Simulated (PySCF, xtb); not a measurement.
Al(H)(OH)(SeH) (AlH3OSe), SMILES [OH][AlH][SeH].

GFN2-xTB (xtb) at its own geometry gives an orbital gap of 3.98 eV and a dipole moment of 3.37 D.

Coordinates come from a PBE-D3(BJ)/def2-TZVP optimisation. The values are those of a single conformer.

### Question
What does HF/def2-TZVPD in PySCF give? (An estimate is asked for; the answer gives what the named calculation found.)

### Answer
gap 10.81 eV (levels -9.77 and 1.04 eV), dipole 1.94 D.
